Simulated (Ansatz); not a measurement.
C6H11O3, charge +2, doublet, at a GFN2-xTB geometry of the parent state (a state made from the parent by changing its charge; the spin is typed, not shown lowest); MP2/6-31G (Ansatz, a program for electronic structure).

Input for Ansatz:
Ansatz 0.2 input:
```yaml
crystal:
  periodic: [false, false, false]
  atoms:
    - {symbol: C, position_ang: [-0.52232145, -2.09738803, 0.96441862]}
    - {symbol: C, position_ang: [-0.14666433, -1.12413656, -0.06604546]}
    - {symbol: C, position_ang: [-1.32210572, -0.18622938, -0.44675322]}
    - {symbol: O, position_ang: [-1.77517719, 0.47252312, 0.70670541]}
    - {symbol: C, position_ang: [-2.79112863, 1.40255086, 0.43591799]}
    - {symbol: O, position_ang: [0.96170813, -0.35769041, 0.40035508]}
    - {symbol: C, position_ang: [1.71059068, 0.26233077, -0.51341993]}
    - {symbol: C, position_ang: [2.84092827, 1.01170567, 0.14031209]}
    - {symbol: O, position_ang: [1.51100613, 0.20492291, -1.69970732]}
    - {symbol: H, position_ang: [-1.36364994, -2.73771105, 0.79647499]}
    - {symbol: H, position_ang: [-0.06655361, -2.04617740, 1.93058277]}
    - {symbol: H, position_ang: [0.14767620, -1.61668362, -1.01260935]}
    - {symbol: H, position_ang: [-0.97165850, 0.53707340, -1.19829361]}
    - {symbol: H, position_ang: [-2.12525846, -0.79244401, -0.89299022]}
    - {symbol: H, position_ang: [-2.44511278, 2.18195308, -0.25479694]}
    - {symbol: H, position_ang: [-3.05962417, 1.85367368, 1.38865917]}
    - {symbol: H, position_ang: [-3.67179704, 0.91390904, 0.00018077]}
    - {symbol: H, position_ang: [2.50312698, 1.44899027, 1.07474311]}
    - {symbol: H, position_ang: [3.64379636, 0.30975645, 0.35700004]}
    - {symbol: H, position_ang: [3.21296575, 1.77661548, -0.53435686]}
basis:
  gaussian:
    orbitals: 6-31G
total_charge: 2
magnetization: {spin_polarized: true, initial_magnetization: 1}
correlation: {method: mp2}
```

Q: Write the output that Ansatz gives for this input, abridged.

A: 
```
Functional definition: HF
1339 factors; integrals over basis functions are off by at most 2.2e-4 eV
mean field evaluation 1: about -12429.2491 eV, gradient 4.5e1 eV
mean field evaluation 2: about -12429.2626 eV, gradient 4.5e1 eV
mean field evaluation 4: about -12439.1127 eV, gradient 5.5e0 eV
mean field evaluation 8: about -12439.8259 eV, gradient 2.9e-1 eV
mean field evaluation 16: about -12439.0446 eV, gradient 3.8e0 eV
mean field evaluation 32: about -12439.4824 eV, gradient 8.9e-5 eV
mean field evaluation 64: about -12438.6030 eV, gradient 3.5e0 eV
mean field -12439.96709884 eV, -457.1603587697 hartree, gradient 6.9e-6 eV, S^2 0.766045; 10 other end points of the search recorded, 0 dependent functions left out
9 core orbitals not correlated
reference -12439.96709884 eV, -457.1603587697 hartree; 26, 25 occupied and 68, 69 virtual orbitals, 1339 factors
second order -22.47523391 eV of doubles, -0.00000000 eV of singles
Total energy: -12462.44233274 eV, -457.9863083815 hartree
```
